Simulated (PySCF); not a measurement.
Compound: [BCl4]- (charge -1).
Geometry (PBE0-D3(BJ)/def2-SVP, Å), atoms numbered from 1 in this order:
```
atom  x, y, z in Å
B1     0.000    0.000    0.000
Cl2    0.010   -0.020    1.864
Cl3    1.753    0.011   -0.630
Cl4   -0.886    1.526   -0.601
Cl5   -0.878   -1.517   -0.634
```

Computed at PBE0/pcSseg-1 (PySCF, non-relativistic), with Q(35Cl) = −0.0817 b: Cl2, 35Cl (I = 3/2): χzz = -47.60 MHz, η = 0.000.

Task: Where would the pure quadrupole (NQR) lines of 35Cl at Cl2 fall for the rigid, isolated species?

Result: From ν = (|χ|/2)√(1 + η²/3): ν = 23.80 MHz (chlorine bonded to B). For 37Cl the ratio of quadrupole moments, 0.7881, gives 18.76 MHz.

Task: Apply the simplest Townes–Dailey estimate (no s hybridisation, no π bonding), ionic character = 1 − χzz/χ0, where χ0 is the coupling for one missing p electron along the bond: −109.74 MHz for 35Cl.

Result: Cl2 on B1: 1 − (-47.60)/(-109.74) = 0.57. In this model a purely covalent bond gives χ0 and a free halide ion gives zero; s hybridisation or π bonding, where present, is counted here as ionic character.

In a crystal, neighbours and librations shift these lines. The pcSseg-1 basis has no diffuse functions, a weakness for an anion. These gradients aren't converged with respect to the basis.

The run behind these numbers computed NMR shieldings as well. Time: 6.8 s. Hardware: an x86-64 server with one thread (shared host).
